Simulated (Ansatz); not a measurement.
Calculated with Ansatz (gas phase, PBE0-D4/def2-TZVP geometries, no zero-point term in ΔE). CCSD(T)/CBS adds triple-zeta CCSD(T) − MP2 to the extrapolated MP2 energy (def2 sets, frozen cores). This one scheme is used for every species. Functionals use def2-TZVPP. B3LYP here is the variant with VWN-RPA as its local correlation; programs differ in this. One conformer a species, not always the lowest.

`FC(F)C(F)(F)C(F)C(F)(F)F` + H–F → `FC(F)C(F)(F)F` + `FCC(F)(F)F`  (substitution at a C–C bond)

`FC(F)C(F)(F)C(F)C(F)(F)F`:

Cartesian coordinates in Å:
```
F -0.504 -0.378 2.137
C 0.145 0.645 1.541
F -0.036 1.752 2.275
C -0.466 0.877 0.150
F 0.270 1.819 -0.469
F -1.712 1.360 0.307
C -0.589 -0.374 -0.729
F -1.182 -0.007 -1.897
C 0.723 -1.079 -1.076
F 1.571 -0.292 -1.725
F 0.469 -2.137 -1.838
F 1.323 -1.508 0.042
H 1.212 0.418 1.488
H -1.223 -1.096 -0.207
```

H–F:

Cartesian coordinates in Å:
```
F 0.300 0.322 0.135
H -0.300 -0.322 -0.135
```

`FC(F)C(F)(F)F`:

Z-matrix (Å, degrees):
```
C
F 1 1.342
C 1 1.535 2 109.0
F 1 1.342 2 109.0 3 118.8
H 1 1.095 2 109.7 3 -121.1
F 3 1.331 1 109.6 2 179.9
F 3 1.325 1 111.5 2 59.4
F 3 1.331 1 109.6 2 -61.2
```

`FCC(F)(F)F`:

Cartesian coordinates in Å:
```
F 0.575 -1.407 -0.919
C 0.713 -0.219 -0.262
C -0.633 0.239 0.258
F -1.158 -0.636 1.115
F -0.476 1.405 0.898
F -1.511 0.422 -0.727
H 1.391 -0.343 0.585
H 1.098 0.539 -0.948
```

```
             level  ΔE (kcal/mol)  difference from CCSD(T)/CBS
          B3LYP-D4           -5.5                         -3.1
            B2PLYP           -6.6                         -4.2
           r2SCANh           -6.5                         -4.1
           r2SCAN0           -6.6                         -4.2
  CCSD(T)/def2-SVP           -6.4                         -4.0
   CCSD/def2-TZVPP           -4.4                         -2.0
     HF/def2-QZVPP          -12.6                        -10.2
SCS-MP2/def2-QZVPP           -3.7                         -1.3
      HF/CBS(def2)          -12.6                        -10.2
    CCSD/CBS(def2)           -3.4                         -1.0
       CCSD(T)/CBS           -2.4                            0
```

Largest T1 diagnostic among the species: 0.012.

From BLYP to BHLYP (50 % exact exchange), in def2-TZVPP and without D4, ΔE moves by +0.8 kcal/mol. In def2-TZVPP, CCSD(T) changes the Hartree–Fock value by +9.0 kcal/mol (the triples alone add +1.0 kcal/mol) and MP2 by +10.0 kcal/mol.

CCSD(T)/CBS has its own doubt, a few kJ/mol and more with outer-core shells, so smaller differences from it don't rank the levels.
